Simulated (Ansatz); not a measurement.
The same molecule with X = F, Cl, Br. Ansatz, PBE0-D4/def2-TZVP geometries, multiplicity 1.

Scalar relativity is left out up to krypton.

```json
{"X": "F", "molecule": "`B[CH](F)[GeH3]`", "mean X–C bond length / Å": "1.379", "HOMO energy (B3LYP/def2-TZVPP) / eV": "-7.94", "LUMO energy (B3LYP/def2-TZVPP) / eV": "-1.41", "LUMO energy (ωB97M-V/def2-TZVPP) / eV": "0.68"}
{"X": "Cl", "molecule": "`B[CH](Cl)[GeH3]`", "mean X–C bond length / Å": "1.781", "HOMO energy (B3LYP/def2-TZVPP) / eV": "-7.62", "LUMO energy (B3LYP/def2-TZVPP) / eV": "-1.80", "LUMO energy (ωB97M-V/def2-TZVPP) / eV": "0.31"}
```

Question: Give the row for X = Br, `B[CH]([GeH3])Br`. (Best estimate.)

Answer: The calculation gave: 
| X | molecule | mean X–C bond length / Å | HOMO energy (B3LYP/def2-TZVPP) / eV | LUMO energy (B3LYP/def2-TZVPP) / eV | LUMO energy (ωB97M-V/def2-TZVPP) / eV |
| --- | --- | --- | --- | --- | --- |
| Br | `B[CH]([GeH3])Br` | 1.945 | -7.39 | -1.92 | 0.19 |

From F to Br the mean X–C bond length rises at each step, by 0.566 Å in all; the HOMO energy (B3LYP/def2-TZVPP) rises at each step, by 0.55 eV in all; the LUMO energy (B3LYP/def2-TZVPP) falls at each step, by 0.51 eV in all; the LUMO energy (ωB97M-V/def2-TZVPP) falls at each step, by 0.49 eV in all. Bonds lengthen as the atom grows down the group.

B3LYP here is the variant with VWN-RPA as its local correlation; programs differ in this.

Spin–orbit coupling is left out; it splits and shifts lone-pair levels of the heavy atoms by tenths of an eV.
